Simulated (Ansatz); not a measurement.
## Nudged elastic band run: C$_{2}$H$_{7}$AlSSi

input.yaml

```yaml
crystal:
  periodic: [false, false, false]
  atoms:
    - { symbol: C, position_ang: [1.301638, -0.229137, -1.126461] }
    - { symbol: C, position_ang: [0.277137, -0.353126, -0.268375] }
    - { symbol: Al, position_ang: [0.475074, -1.624264, 1.199876] }
    - { symbol: Si, position_ang: [-1.222044, 0.728674, -0.47721] }
    - { symbol: S, position_ang: [-1.509685, 1.940738, 1.286879] }
    - { symbol: H, position_ang: [1.288845, 0.457914, -1.975955] }
    - { symbol: H, position_ang: [2.221275, -0.809382, -1.032376] }
    - { symbol: H, position_ang: [1.902365, -2.266432, 1.399838] }
    - { symbol: H, position_ang: [-0.74313, -2.039918, 2.105068] }
    - { symbol: H, position_ang: [-1.083708, 1.578466, -1.68501] }
    - { symbol: H, position_ang: [-2.473718, -0.055999, -0.555081] }
    - { symbol: H, position_ang: [-0.35695, 2.617265, 1.163006] }
basis:
  gaussian: { orbitals: def2-SVP }
hamiltonian:
  xc: { name: BHLYP }
neb:
  order_check: false
  images: 5
  f_tol: 0.05
  max_iterations: 60
  spring: 0.1
  final_atoms:
    - { symbol: C, position_ang: [1.29396286, -0.40645433, -1.30138533] }
    - { symbol: C, position_ang: [0.35995173, -0.30629586, -0.34278141] }
    - { symbol: Al, position_ang: [0.60177218, -1.39302964, 1.25576218] }
    - { symbol: Si, position_ang: [-1.02737161, 0.92004883, -0.55223727] }
    - { symbol: S, position_ang: [-1.12064088, 2.28768596, 1.12002372] }
    - { symbol: H, position_ang: [1.27529233, 0.18745189, -2.21792914] }
    - { symbol: H, position_ang: [2.14189977, -1.08990666, -1.22708054] }
    - { symbol: H, position_ang: [1.87438268, -2.32024278, 1.33384312] }
    - { symbol: H, position_ang: [-0.46200495, -1.35928242, 2.4194719] }
    - { symbol: H, position_ang: [-0.80382743, 1.77007154, -1.74461932] }
    - { symbol: H, position_ang: [-2.33330414, 0.22758186, -0.66385412] }
    - { symbol: H, position_ang: [-1.72301355, 1.42717062, 1.9549852] }
  initial_path:
    images:
      - { positions_ang: [[1.301638, -0.229137, -1.126461], [0.277137, -0.353126, -0.268375], [0.475074, -1.624264, 1.199876], [-1.222044, 0.728674, -0.47721], [-1.509685, 1.940738, 1.286879], [1.288845, 0.457914, -1.975955], [2.221275, -0.809382, -1.032376], [1.902365, -2.266432, 1.399838], [-0.74313, -2.039918, 2.105068], [-1.083708, 1.578466, -1.68501], [-2.473718, -0.055999, -0.555081], [-0.35695, 2.617265, 1.163006]] }
      - { positions_ang: [[1.33244234, -0.15984194, -1.09305994], [0.27585238, -0.32845148, -0.27851872], [0.43070822, -1.63523431, 1.16492122], [-1.2246098, 0.70855444, -0.48670967], [-1.43295322, 2.08210429, 1.11512643], [1.29206046, 0.57767873, -1.91699712], [2.25075554, -0.70808168, -0.98915334], [1.85932937, -2.32565052, 1.37832016], [-0.79604783, -2.00777806, 2.0870037], [-1.20320154, 1.4190037, -1.74782131], [-2.46560979, -0.10536392, -0.41163373], [-0.24162713, 2.42785974, 1.21272134]] }
      - { positions_ang: [[1.36324667, -0.09054688, -1.05965889], [0.27456776, -0.30377697, -0.28866245], [0.38634244, -1.64620461, 1.12996644], [-1.2271756, 0.68843489, -0.49620933], [-1.35622143, 2.22347058, 0.94337385], [1.29527592, 0.69744347, -1.85803924], [2.28023608, -0.60678135, -0.94593069], [1.81629373, -2.38486903, 1.35680231], [-0.84896566, -1.97563813, 2.0689394], [-1.32269508, 1.25954139, -1.81063263], [-2.45750157, -0.15472883, -0.26818647], [-0.12630425, 2.23845448, 1.26243667]] }
      - { positions_ang: [[1.39405101, -0.02125183, -1.02625783], [0.27328313, -0.27910245, -0.29880617], [0.34197666, -1.65717492, 1.09501167], [-1.2297414, 0.66831533, -0.505709], [-1.27948965, 2.36483686, 0.77162128], [1.29849138, 0.8172082, -1.79908135], [2.30971662, -0.50548103, -0.90270803], [1.7732581, -2.44408755, 1.33528447], [-0.90188349, -1.94349819, 2.0508751], [-1.44218863, 1.10007909, -1.87344394], [-2.44939336, -0.20409375, -0.1247392], [-0.01098138, 2.04904923, 1.31215201]] }
      - { positions_ang: [[1.36068829, -0.14965266, -1.117967], [0.30217267, -0.28816692, -0.31346458], [0.42857517, -1.56912649, 1.14859517], [-1.1622848, 0.7522265, -0.52121842], [-1.22654006, 2.3391199, 0.88775542], [1.29075836, 0.60728943, -1.93869728], [2.25377767, -0.70028957, -1.0108322], [1.80696629, -2.40280596, 1.33480402], [-0.75525731, -1.7487596, 2.1737407], [-1.22940156, 1.32340991, -1.8305024], [-2.41069695, -0.06020188, -0.30444417], [-0.58165877, 1.84175636, 1.52642974]] }
      - { positions_ang: [[1.32732557, -0.2780535, -1.20967616], [0.3310622, -0.29723139, -0.328123], [0.51517368, -1.48107807, 1.20217868], [-1.09482821, 0.83613766, -0.53672785], [-1.17359047, 2.31340293, 1.00388957], [1.28302534, 0.39737066, -2.07831321], [2.19783872, -0.89509812, -1.11895637], [1.84067449, -2.36152437, 1.33432357], [-0.60863113, -1.55402101, 2.2966063], [-1.01661449, 1.54674072, -1.78756086], [-2.37200055, 0.08368999, -0.48414914], [-1.15233616, 1.63446349, 1.74070747]] }
      - { positions_ang: [[1.29396286, -0.40645433, -1.30138533], [0.35995173, -0.30629586, -0.34278141], [0.60177218, -1.39302964, 1.25576218], [-1.02737161, 0.92004883, -0.55223727], [-1.12064088, 2.28768596, 1.12002372], [1.27529233, 0.18745189, -2.21792914], [2.14189977, -1.08990666, -1.22708054], [1.87438268, -2.32024278, 1.33384312], [-0.46200495, -1.35928242, 2.4194719], [-0.80382743, 1.77007154, -1.74461932], [-2.33330414, 0.22758186, -0.66385412], [-1.72301355, 1.42717062, 1.9549852]] }
```

Run as:

```bash
$ ansatz run input.yaml --threads 2 --pin off --max-ram 3072MiB --backend cpu --events-out ev --progress --plain --runs-dir out
```

Output, in part (warnings, iteration lines, the closing report on the highest movable image, with atoms numbered from 0):

```
NEB end point (image 0): max|allowed force component| = 1.019e-2 eV/Å (the criterion of neb.relax_end_points is 1.000e-2)
NEB end point (image 6): max|allowed force component| = 1.366e-2 eV/Å (the criterion of neb.relax_end_points is 1.000e-2)
NEB iter   1: max|band force component| = 1.829e1 eV/Å  barrier→ = 3.1691 eV  barrier← = 3.1460 eV  Δτ_max = 0.1995 Å  (182 SCF iters)
NEB iter   2: max|band force component| = 5.299e0 eV/Å  barrier→ = 0.5201 eV  barrier← = 0.4970 eV  Δτ_max = 0.2000 Å  (156 SCF iters)
NEB iter   3: max|band force component| = 2.593e0 eV/Å  barrier→ = 0.4222 eV  barrier← = 0.3991 eV  Δτ_max = 0.1944 Å  (153 SCF iters)
NEB iter   4: max|band force component| = 1.741e0 eV/Å  barrier→ = 0.2732 eV  barrier← = 0.2501 eV  Δτ_max = 0.1200 Å  (154 SCF iters)
NEB iter   5: max|band force component| = 5.307e-1 eV/Å  barrier→ = 0.1249 eV  barrier← = 0.1018 eV  Δτ_max = 0.1038 Å  (155 SCF iters)
NEB iter   6: max|band force component| = 1.782e-1 eV/Å  barrier→ = 0.1224 eV  barrier← = 0.0993 eV  CI = image 3  Δτ_max = 0.0795 Å  (152 SCF iters)
NEB iter   7: max|band force component| = 1.232e-1 eV/Å  barrier→ = 0.1209 eV  barrier← = 0.0978 eV  CI = image 3  Δτ_max = 0.0864 Å  (156 SCF iters)
NEB iter   8: max|band force component| = 9.827e-2 eV/Å  barrier→ = 0.1200 eV  barrier← = 0.0969 eV  CI = image 3  Δτ_max = 0.0790 Å  (151 SCF iters)
NEB iter   9: max|band force component| = 6.279e-2 eV/Å  barrier→ = 0.1194 eV  barrier← = 0.0963 eV  CI = image 3  Δτ_max = 0.0554 Å  (138 SCF iters)
NEB iter  10: max|band force component| = 4.077e-2 eV/Å  barrier→ = 0.1191 eV  barrier← = 0.0960 eV  CI = image 3  Δτ_max = 0.0000 Å  (281 SCF iters)
Total energy: -27486.72805759 eV, -1010.1186249431 hartree
Atom 0 at     1.308293    -0.142997    -1.089130 Å, force     0.013989    -0.017097     0.014406 eV/Å
Atom 1 at     0.274383    -0.267930    -0.240645 Å, force    -0.021886     0.026077    -0.009368 eV/Å
Atom 2 at     0.489028    -1.580586     1.184834 Å, force    -0.001391    -0.012627    -0.000267 eV/Å
Atom 3 at    -1.256395     0.754030    -0.549063 Å, force     0.012462    -0.016949    -0.000222 eV/Å
Atom 4 at    -1.370507     2.393818     0.860365 Å, force    -0.002213     0.004443     0.005114 eV/Å
Atom 5 at     1.299950     0.529738    -1.949255 Å, force    -0.004050     0.003052    -0.002757 eV/Å
Atom 6 at     2.232326    -0.712317    -0.972657 Å, force     0.002304     0.003778    -0.009732 eV/Å
Atom 7 at     1.861382    -2.354694     1.240152 Å, force    -0.000318     0.000222     0.001066 eV/Å
Atom 8 at    -0.659236    -1.860515     2.225896 Å, force     0.002837     0.006016     0.003888 eV/Å
Atom 9 at    -1.238379     1.335658    -1.911796 Å, force     0.000187     0.003168     0.000847 eV/Å
Atom 10 at    -2.470263    -0.085368    -0.419548 Å, force     0.000543     0.000723    -0.001393 eV/Å
Atom 11 at    -0.393481     1.935963     1.655046 Å, force    -0.002465    -0.000809    -0.001582 eV/Å
Dipole moment:     0.335857    -0.244263    -0.141236 e Å
```

It converged. Another band between the same ends (5 images) ends at a top of the same energy, where a vibrational analysis finds 1 clearly imaginary mode.

Final band (atoms are numbered from 1 in the order of the input):

```json
{"image": "0", "path coordinate (Å)": "0.00", "energy (eV)": "0.000", "dihedral C2–Si4–S5–H12 (°)": "63"}
{"image": "1", "path coordinate (Å)": "0.42", "energy (eV)": "0.019", "dihedral C2–Si4–S5–H12 (°)": "44"}
{"image": "2", "path coordinate (Å)": "0.85", "energy (eV)": "0.080", "dihedral C2–Si4–S5–H12 (°)": "18"}
{"image": "3", "path coordinate (Å)": "1.31", "energy (eV)": "0.119", "dihedral C2–Si4–S5–H12 (°)": "-11"}
{"image": "4", "path coordinate (Å)": "2.02", "energy (eV)": "0.075", "dihedral C2–Si4–S5–H12 (°)": "-51"}
{"image": "5", "path coordinate (Å)": "2.75", "energy (eV)": "0.039", "dihedral C2–Si4–S5–H12 (°)": "-71"}
{"image": "6", "path coordinate (Å)": "3.49", "energy (eV)": "0.023", "dihedral C2–Si4–S5–H12 (°)": "-78"}
```

The run took 2.9 min on 2 threads of Arm Neoverse V2, on a shared host, peak memory 0.28 GiB.
